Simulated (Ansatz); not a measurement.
Start from `[NH2][AlH][O]C[SiH3]` and change one atom or group to get `[SiH3]CO[SiH2]Cl`.

Ansatz, PBE0-D4/def2-TZVP geometries, multiplicity 1. Each molecule was computed in one conformer, which needn't be the lowest.

```
                                          property  `[NH2][AlH][O]C[SiH3]`
             HOMO energy (ωB97M-V/def2-TZVPP) / eV                   -9.64
              HOMO–LUMO gap (PBE0/def2-TZVPP) / eV                    7.37
  size of the dipole moment (B3LYP/def2-TZVPP) / D                    1.84
           HOMO–LUMO gap (ωB97M-V/def2-TZVPP) / eV                   11.24
               HOMO energy (B3LYP/def2-TZVPP) / eV                   -7.07
size of the dipole moment (ωB97M-V/def2-TZVPP) / D                    1.84
```

**Question.** Give the same properties after the change, and the shifts. (Best estimate.)

**Answer.** Computed: 
```json
{"property": "HOMO energy (ωB97M-V/def2-TZVPP) / eV", "`[SiH3]CO[SiH2]Cl`": "-10.83", "shift": "-1.19"}
{"property": "HOMO–LUMO gap (PBE0/def2-TZVPP) / eV", "`[SiH3]CO[SiH2]Cl`": "8.75", "shift": "1.38"}
{"property": "size of the dipole moment (B3LYP/def2-TZVPP) / D", "`[SiH3]CO[SiH2]Cl`": "1.18", "shift": "-0.66"}
{"property": "HOMO–LUMO gap (ωB97M-V/def2-TZVPP) / eV", "`[SiH3]CO[SiH2]Cl`": "12.72", "shift": "1.48"}
{"property": "HOMO energy (B3LYP/def2-TZVPP) / eV", "`[SiH3]CO[SiH2]Cl`": "-8.31", "shift": "-1.24"}
{"property": "size of the dipole moment (ωB97M-V/def2-TZVPP) / D", "`[SiH3]CO[SiH2]Cl`": "1.18", "shift": "-0.66"}
```

With PBE0 the HOMO falls by 1.22 eV and the LUMO rises by 0.15 eV, so the gap widens by about 1.37 eV. PBE moves the HOMO by -1.21 eV and ωB97M-V by -1.19 eV. Dipoles are sizes alone; their direction can turn.

Positive LUMOs are unbound, so they and the gaps depend on the basis.

B3LYP here is the variant with VWN-RPA as its local correlation; programs differ in this.
